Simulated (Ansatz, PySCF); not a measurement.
Gas-phase reaction (SMILES): [BH3-]C#[O+] → [BH2-]C#[O+] + H atom; the B-H bond at the site shown breaks (other sites are not compared here).

Each molecule is optimised on its own at B3LYP-D3(BJ)/def2-TZVP (Ansatz, an electronic-structure program). Valence correlation only, unless marked. UHF or UKS for open shells. Spin-orbit coupling is left out. Non-relativistic. Basis-set limits of correlation are two-point, X^-3; Hartree-Fock from the larger set. The bracket is a focal-point correction in the basis named. Thermal terms are rigid-rotor harmonic-oscillator values from B3LYP-D3(BJ) frequencies (PySCF) at 298.15 K and 1 atm. 1 Eh = 627.5095 kcal/mol. Atoms have translation alone. Electronic entropy comes from spin alone.

```json
[
 {"species": "[BH3-]C#[O+]", "E, RI-MP2/CBS(aug-cc-pVTZ,aug-cc-pVQZ)+[CCSD(T)-MP2]/aug-cc-pVTZ (Ansatz) (Eh)": "-139.80114", "E, wB97M-V/def2-TZVPD (Ansatz) (Eh)": "-139.96623", "H - E (Eh)": "0.04149", "G - E (Eh)": "0.01319"},
 {"species": "[BH2-]C#[O+]", "E, RI-MP2/CBS(aug-cc-pVTZ,aug-cc-pVQZ)+[CCSD(T)-MP2]/aug-cc-pVTZ (Ansatz) (Eh)": "-139.16811", "E, wB97M-V/def2-TZVPD (Ansatz) (Eh)": "-139.34100", "H - E (Eh)": "0.03167", "G - E (Eh)": "0.00309"},
 {"species": "H atom", "E, RI-MP2/CBS(aug-cc-pVTZ,aug-cc-pVQZ)+[CCSD(T)-MP2]/aug-cc-pVTZ (Ansatz) (Eh)": "-0.49995", "E, wB97M-V/def2-TZVPD (Ansatz) (Eh)": "-0.49411", "H - E (Eh)": "0.00236", "G - E (Eh)": "-0.01065"}
]
```

Work out ΔE and ΔH, ΔG, ΔS and the equilibrium constant at 298.15 K at the first level, then ΔH at the second.


1. ΔE = [(-139.16811) + (-0.49995)] - [(-139.80114)] = 0.13308 Eh = 83.5 kcal/mol at RI-MP2/CBS(aug-cc-pVTZ,aug-cc-pVQZ)+[CCSD(T)-MP2]/aug-cc-pVTZ.
2. The terms H - E add up to -0.00746 Eh, so ΔH = (0.13308 + (-0.00746))×627.5095 = 78.8 kcal/mol.
3. The terms G - E add up to -0.02075 Eh, so ΔG = 70.5 kcal/mol, and ΔS = (-0.00746 - (-0.02075))×627509.5/298.15 = 28.0 cal/(mol K).
4. log10 K = -ΔG/(RT ln 10) = -51.7, with RT ln 10 = 1.3642 kcal/mol.
5. With ΔH and ΔS taken as constant, ΔG changes sign near ΔH/ΔS = 2810 K, a rough figure that leaves out heat capacities.
6. At wB97M-V/def2-TZVPD the same steps give ΔE = 82.3 and ΔH = 77.6 kcal/mol, a shift of -1.2 from the first level.
7. These values are not checked against measurement here, since the tables used lack a sound gas-phase enthalpy of formation for at least one species.
